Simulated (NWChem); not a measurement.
System meant: TlI; SMILES [I][Tl]

NWChem input:

```
start job
memory heap 200 mb stack 900 mb global 1100 mb
geometry units angstroms noautoz
  Tl     0.000000     0.000000    -1.138477
  I      0.000000     0.000000     1.728296
end
basis spherical
  Tl library def2-svp
  I library def2-svp
end
ecp
  I library def2-ecp
  Tl library def2-ecp
end
dft
  odft
  mult 2
  xc pbe0
  iterations 150
  mulliken
end
task dft energy
```

End of the output:

```
 ==============================================================================
                                internuclear distances
 ------------------------------------------------------------------------------
       center one      |      center two      | atomic units |  angstroms
 ------------------------------------------------------------------------------
    2 I                |   1 Tl               |     5.41742  |     2.86677
 ------------------------------------------------------------------------------
                         number of included internuclear distances:          1
 ==============================================================================

 Summary of "ao basis" -> "" (spherical)
 ------------------------------------------------------------------------------
       Tag                 Description            Shells   Functions and Types
 ---------------- ------------------------------  ------  ---------------------
 Tl                         def2-svp                10       26   4s4p2d
 I                          def2-svp                10       26   4s4p2d

                                 NWChem DFT Module
                                 -----------------

 Summary of "ao basis" -> "ao basis" (spherical)
 ------------------------------------------------------------------------------
       Tag                 Description            Shells   Functions and Types
 ---------------- ------------------------------  ------  ---------------------
 Tl                         def2-svp                10       26   4s4p2d
 I                          def2-svp                10       26   4s4p2d

      Symmetry analysis of basis
      --------------------------

        a1         20
        a2          0
        b1          4
        b2          4
        e          24

  number of electrons :                   46
  multiplicity        :                    2
 ------------------------------------------------------------------------
  no. of electrons and multiplicity not compatible                  46
 ------------------------------------------------------------------------
 ------------------------------------------------------------------------
  current input line :
    22: task dft energy
 ------------------------------------------------------------------------
 ------------------------------------------------------------------------
 There is an error in the input file
 ------------------------------------------------------------------------
 For more information see the NWChem manual at https://nwchemgit.github.io

0: no. of electrons and multiplicity not compatible:Received an Error in Communication
```

Q: What is wrong, and how is it mended?

A: The program refused the input. Cause: the multiplicity doesn't fit the number of electrons (an even count wants an odd multiplicity, and the reverse). This input runs:
```
start job
memory heap 200 mb stack 900 mb global 1100 mb
geometry units angstroms noautoz
  Tl     0.000000     0.000000    -1.138477
  I      0.000000     0.000000     1.728296
end
basis spherical
  Tl library def2-svp
  I library def2-svp
end
ecp
  I library def2-ecp
  Tl library def2-ecp
end
dft
  xc pbe0
  iterations 150
  mulliken
end
task dft energy
```
It converges to -470.31045 Ha (PBE0/def2-SVP with def2 effective core potentials on I, Tl).
